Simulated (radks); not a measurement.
Values are calculated unless marked as measured or tabulated.
Problem. Radial electron density D(r) = 4 pi r^2 rho(r) of an atom or ion with 17 electrons. Code: a radial shooting solver on a logarithmic mesh with Libxc functionals. Model: Dirac Kohn-Sham, PBE, spin-unpolarised, spherical densities, point nucleus.

r (bohr)  D(r) (e/bohr)
0.006339          1.890
0.007205          2.356
0.008123          2.886
0.009233          3.565
0.01041           4.324
0.01183           5.279
0.01345           6.398
0.01516           7.605
0.01723           9.060
0.01943           10.58
0.02208           12.33
0.0251            14.18
0.0283            15.95
0.03216           17.78
0.03626           19.35
0.04121           20.76
0.04684           21.76
0.05281           22.22
0.06002           22.15
0.06768           21.55
0.07692           20.42
0.08672           19.07
0.09857           17.59
0.112             16.40
0.1263            15.82
0.1436            16.00
0.1619            16.95
0.184             18.62
0.2091            20.55
0.2357            22.07
0.2679            22.82
0.3021            22.33
0.3433            20.39
0.3871            17.46
0.44              13.71
0.5001            10.06
0.5638            7.356
0.6408            5.635
0.7225            5.127
0.8212            5.425
0.9333            6.022
1.052             6.361
1.196             6.170
1.348             5.435
1.533             4.252
1.742             2.957
1.964             1.884
2.232             1.031
2.517            0.5191
2.86             0.2171
3.225           0.08264
3.666           0.02462
4.166          0.005942
4.697          0.001266
5.339         0.0001885

What is the nuclear charge?

Solution. Z = 19. The innermost maximum, from 1s, lies near gamma/Z bohr with gamma = sqrt(1 - (Z/c)^2) = 0.990, here 0.0521 bohr (found: 0.0554), and its height grows with Z. The density is that of the potassium ion K2+ in [Ne] 3s2 3p5; the configuration itself is not fixed sharply by these data, and Z only to about a unit. D(r) has 3 maxima, at r = 0.0554, 0.272, 1.08 bohr, and minima at 0.131, 0.728 bohr, inside which lie 2.17, 10.36 electrons.
